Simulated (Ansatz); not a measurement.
B₉N₁₀H₂₈, a nanocrystal cut from zinc blende BN (hydrogen-capped). The state is a doublet with charge 0. Geometry r2SCAN-D4/def2-SVP, that of the charge +1 singlet; atoms count from 1.

| atom | x (Å) | y (Å) | z (Å) |
| --- | --- | --- | --- |
| N1 | -1.805 | -1.803 | 1.062 |
| N2 | -3.054 | -1.288 | -1.052 |
| N3 | -0.798 | -2.382 | -1.152 |
| N4 | 0.200 | -0.444 | 0.207 |
| N5 | -1.045 | 0.068 | -1.902 |
| N6 | 3.569 | 0.164 | 1.580 |
| N7 | 2.317 | 0.784 | -0.561 |
| N8 | -2.050 | 0.646 | 0.308 |
| N9 | -0.013 | 1.930 | -0.511 |
| N10 | 1.312 | 1.362 | 1.650 |
| B11 | -2.155 | -2.369 | -0.360 |
| B12 | -1.124 | -0.344 | 1.055 |
| B13 | 2.264 | 0.362 | 2.454 |
| B14 | -2.399 | 0.202 | -1.144 |
| B15 | -0.072 | -0.949 | -1.260 |
| B16 | 0.945 | 0.948 | 0.182 |
| B17 | -0.315 | 1.503 | -2.015 |
| B18 | 3.348 | -0.261 | 0.072 |
| B19 | -1.369 | 2.110 | 0.304 |
| H20 | -2.645 | -1.767 | 1.648 |
| H21 | -1.202 | -2.457 | 1.574 |
| H22 | -3.961 | -1.219 | -0.580 |
| H23 | -3.317 | -1.589 | -1.996 |
| H24 | -0.148 | -3.063 | -0.744 |
| H25 | -0.941 | -2.747 | -2.099 |
| H26 | 0.869 | -1.070 | 0.675 |
| H27 | -1.213 | -0.165 | -2.884 |
| H28 | 4.107 | -0.588 | 2.021 |
| H29 | 4.192 | 0.975 | 1.651 |
| H30 | 2.115 | 0.491 | -1.525 |
| H31 | 2.766 | 1.697 | -0.684 |
| H32 | -2.908 | 0.810 | 0.842 |
| H33 | 0.389 | 2.870 | -0.573 |
| H34 | 0.433 | 1.458 | 2.174 |
| H35 | 1.698 | 2.312 | 1.666 |
| H36 | -2.678 | -3.464 | -0.312 |
| H37 | -0.928 | -0.038 | 2.215 |
| H38 | 1.696 | -0.720 | 2.539 |
| H39 | 2.531 | 0.843 | 3.538 |
| H40 | -3.199 | 0.924 | -1.697 |
| H41 | 0.946 | -1.116 | -1.905 |
| H42 | 0.728 | 1.348 | -2.646 |
| H43 | -1.056 | 2.305 | -2.544 |
| H44 | 2.823 | -1.368 | 0.062 |
| H45 | 4.391 | -0.226 | -0.552 |
| H46 | -1.144 | 2.424 | 1.470 |
| H47 | -2.098 | 2.904 | -0.253 |

Single mean-field runs in def2-TZVP are fitted with def2-universal-jkfit.

(1) Estimate the Mulliken populations of the heavy atoms from the PBE0/def2-TZVP orbitals of Ansatz.

(2) Where does the spin sit?

(3) And the Mayer bond orders between heavy atoms (over 0.3)?

## Answers

(1) 
| atom | charge (e) | spin (α − β) |
| --- | --- | --- |
| N1 | -0.12 | -0.09 |
| N2 | -0.17 | -0.07 |
| N3 | -0.12 | -0.09 |
| N4 | 0.03 | 0.00 |
| N5 | 0.02 | 0.00 |
| N6 | -0.27 | 0.00 |
| N7 | -0.20 | 0.00 |
| N8 | 0.02 | 0.00 |
| N9 | 0.04 | -0.01 |
| N10 | -0.20 | 0.00 |
| B11 | -0.04 | -0.02 |
| B12 | -0.40 | 0.17 |
| B13 | -0.21 | 0.04 |
| B14 | -0.26 | 0.12 |
| B15 | -0.40 | 0.17 |
| B16 | -0.42 | -0.11 |
| B17 | -0.15 | -0.03 |
| B18 | -0.21 | 0.04 |
| B19 | -0.15 | -0.03 |
Mulliken values depend strongly on the basis.

(2) Summed by element: N -0.28, B 0.35, H 0.93, of 1 unpaired in all. Largest on single atoms: H24 0.18, H21 0.18, H25 0.17.

(3) N1–B11 0.86 (1.57 Å); N1–B12 0.83 (1.61 Å); N2–B11 0.89 (1.57 Å); N2–B14 0.81 (1.63 Å); N3–B11 0.86 (1.57 Å); N3–B15 0.83 (1.61 Å); N4–B12 0.77 (1.58 Å); N4–B15 0.77 (1.58 Å); N4–B16 0.86 (1.58 Å); N5–B14 0.86 (1.56 Å); N5–B15 0.89 (1.55 Å); N5–B17 0.80 (1.61 Å); N6–B13 0.83 (1.58 Å); N6–B18 0.83 (1.58 Å); N7–B16 0.98 (1.57 Å); N7–B18 0.80 (1.60 Å); N8–B12 0.89 (1.55 Å); N8–B14 0.86 (1.56 Å); N8–B19 0.80 (1.61 Å); N9–B16 0.98 (1.54 Å); N9–B17 0.78 (1.59 Å); N9–B19 0.78 (1.59 Å); N10–B13 0.80 (1.60 Å); N10–B16 0.98 (1.57 Å).
